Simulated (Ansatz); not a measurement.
## What each rung costs, and what it gives

Saddle point of BH$_{4}$O$_{3}$F, singlet (BH₃O₃ ([OH][B]([OH])[OH]) + HF → BH₂O₂F ([OH][B]([OH])[F]) + H₂O; bonds formed: B1–F6, O2–H5; bonds broken: B1–O2, H5–F6), PBE0-D4/def2-TZVP structure:

B1  (-0.229, -0.083, -0.100)
O2  (1.205, 0.417, -0.309)
O3  (-0.534, -1.360, -0.488)
O4  (-1.128, 0.933, -0.295)
H5  (1.130, 0.302, 0.857)
F6  (0.277, -0.137, 1.555)
H7  (1.188, 1.338, -0.593)
H8  (0.117, -2.017, -0.237)
H9  (-2.026, 0.609, -0.390)
(Å)

Barriers are electronic and count from the start structure reached by relaxing down the imaginary mode.

Ansatz 0.2.0; basis: as named in each row; cores frozen in the correlated methods. B3LYP uses VWN-RPA correlation. Extrapolation: Hartree–Fock as exp(−7.88 √X), correlation as X^−2.97.

Times are rough, for one single point on 4 threads of a shared host (Arm Neoverse V1).

The estimate by CCSD(T) at an estimated basis limit (MP2 extrapolated from triple and quadruple zeta, plus CCSD(T) − MP2 in triple zeta) is 1.384 eV.

| method | basis | time (s) | barrier (eV) | method less estimate |
| --- | --- | --- | --- | --- |
| HF | STO-3G | under 1 | 0.981 | -0.403 |
| PBE-D4 | STO-3G | under 1 | -0.337 | -1.722 |
| SPW92 | def2-SVP | under 1 | 0.659 | -0.725 |
| B3LYP-D4 | 6-31G | under 1 | 1.100 | -0.284 |
| PBE-D4 | def2-SVP | under 1 | 0.912 | -0.473 |
| PBE0-D4 | def2-SVP | 1 | 1.066 | -0.318 |
| SPW92 | def2-TZVPP | 1 | 0.935 | -0.449 |
| PBE-D4 | def2-TZVPP | 2 | 1.157 | -0.228 |
| BLYP-D4 | def2-TZVPP | 2 | 1.304 | -0.080 |
| BHLYP-D4 | def2-TZVPP | 3 | 1.485 | 0.101 |
| wB97M-V | def2-SVP | 3 | 1.043 | -0.342 |
| B3LYP-D4 | def2-TZVPP | 3 | 1.369 | -0.015 |
| r2SCAN-D4 | def2-TZVPP | 3 | 1.196 | -0.188 |
| PBE0-D4 | def2-TZVPP | 3 | 1.260 | -0.124 |
| CAM-B3LYP-D4 | def2-TZVPP | 4 | 1.334 | -0.051 |
| CCSD(T) | def2-SVP | 4 | 1.293 | -0.092 |
| r2SCAN0-D4 | def2-TZVPP | 5 | 1.278 | -0.106 |
| B2PLYP | def2-TZVPP | 5 | 1.364 | -0.021 |
| RPA on PBE | def2-TZVPP | 6 | 1.275 | -0.109 |
| B97M-V | def2-TZVPP | 6 | 1.353 | -0.031 |
| PBE-QIDH | def2-TZVPP | 6 | 1.308 | -0.077 |
| wB97X-V | def2-TZVPP | 7 | 1.275 | -0.109 |
| wB97M-V | def2-TZVPP | 8 | 1.261 | -0.123 |
| MP2 | def2-QZVPP | 25 | 1.339 | -0.045 |
| CCSD(T) | def2-TZVPP | 110 | 1.331 | -0.053 |

All methods are single points on the PBE0-D4 structures; a negative value means that the method puts the saddle structure below the start.

No T1 diagnostic of these runs exceeds 0.012.

Steps of this kind, hydrogen fluoride cutting a network bond, underlie vapour etching and the fluorination step of atomic layer etching.

Labels in which every atom is bracketed show which atoms are joined, not bond orders.
